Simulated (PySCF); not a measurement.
Electron correlation in O+ (oxygen, charge +1)

[He] 2s2 2p3, high-spin 4S determinant. Computed with PySCF 2.14 in x2c-TZVPall, with the spin-free X2C one-electron Hamiltonian (Gaussian nucleus). Frozen: 1s2; 5 electrons correlated.

MP2 pair energies summed by pair of shells (mhartree):

| pair | energy | share (%) |
| --- | --- | --- |
| 2s-2p | -63.24 | 65.8 |
| 2p-2p | -23.12 | 24.0 |
| 2s-2s | -9.77 | 10.2 |

Total MP2 correlation energy: -96.12 mhartree.

Same-spin part -28.39 and opposite-spin part -67.73 mhartree; SCS-MP2 scales them by 1/3 and 6/5 to -90.74 mhartree.

| level | correlation energy (mhartree) |
| --- | --- |
| CCSD | -111.40 |
| (T) | -1.55 |
| CCSD(T) | -112.95 |

Diagnostics: T1 = 0.0041, D1 = 0.0088, largest double amplitude 0.037.

Cost of the coupled-cluster step: 0.2 s of wall time on 1 thread of Intel(R) Xeon(R) 6975P-C (shared host), for 5 correlated electrons.
